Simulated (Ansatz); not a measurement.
C$_{2}$H$_{3}$Cl$_{2}$Si, SMILES `[CH]=C[SiH](Cl)Cl` radical. Charge 0, multiplicity 2.

```xyz
8

C     1.278   -1.228    0.470
C     1.005   -0.001    0.125
Si   -0.712    0.535   -0.332
Cl   -1.252    2.133    0.825
Cl   -2.024   -1.001   -0.034
H     0.738   -2.155    0.603
H     1.789    0.757    0.085
H    -0.822    0.960   -1.742
```

Task: Give the diagnostics of a CCSD(T)/def2-TZVPP run (frozen core, Ansatz). (An estimate is asked.)

Result: Computed: T1 = 0.0267, largest single amplitude 0.103, largest double 0.071, (T) share of the correlation energy 4.4 %, 13 CCSD cycles. ⟨S²⟩ of the UHF reference is 0.921 against 0.75 for a pure state. T1 lies under the customary mark of 0.045 for open shells.
